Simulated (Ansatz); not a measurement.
`CC[SiH2]PO` and `CB[SiH2]CC` differ in one atom or group.

Ansatz, PBE0-D4/def2-TZVP geometries, multiplicity 1. Each molecule was computed in one conformer, which needn't be the lowest.

```csv
property,`CC[SiH2]PO`
HOMO–LUMO gap (PBE/def2-TZVPP) / eV,4.20
LUMO energy (B3LYP/def2-TZVPP) / eV,-0.79
size of the dipole moment (PBE/def2-TZVPP) / D,0.90
LUMO energy (PBE/def2-TZVPP) / eV,-1.47
HOMO energy (PBE/def2-TZVPP) / eV,-5.67
HOMO energy (PBE0/def2-TZVPP) / eV,-6.81
```

What does the change do to each property? (Best estimate.)

Ansatz gave: 
```
                                      property  `CB[SiH2]CC`  shift
           HOMO–LUMO gap (PBE/def2-TZVPP) / eV          3.66  -0.54
           LUMO energy (B3LYP/def2-TZVPP) / eV         -1.88  -1.09
size of the dipole moment (PBE/def2-TZVPP) / D          1.35   0.45
             LUMO energy (PBE/def2-TZVPP) / eV         -2.66  -1.19
             HOMO energy (PBE/def2-TZVPP) / eV         -6.33  -0.66
            HOMO energy (PBE0/def2-TZVPP) / eV         -7.54  -0.73
```

With PBE0 the HOMO falls by 0.73 eV and the LUMO falls by 1.13 eV, so the gap narrows by about 0.40 eV. PBE moves the HOMO by -0.66 eV and ωB97M-V by -0.78 eV. Dipoles are sizes alone; their direction can turn.

B3LYP here is the variant with VWN-RPA as its local correlation; programs differ in this.
